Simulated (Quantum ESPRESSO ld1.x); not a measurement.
Task: Se25+, configuration [He] 2s2 2p5 (the NIST ground configuration). All-electron calculation, scalar-relativistic Kohn-Sham, LDA (Slater exchange, Perdew-Zunger correlation), spin-polarised, spherical densities, point nucleus; open shells are filled with parallel spins first. Program: ld1.x of Quantum ESPRESSO 7.5. Some entries of the table are withheld. Estimate them.

orbital  occ.  eigenvalue (eV)  <1/r> (bohr^-1)
1s up       1         -13798.0            34.54
1s down     1         -13791.3            34.55
2s up       1         -2797.77            7.872
2s down     1         -2788.59            7.859
2p up       3              (1)            7.702
2p down     2              (2)            7.690

Result: 
(1) 2p up eigenvalue (eV): -2629.46
(2) 2p down eigenvalue (eV): -2618.42
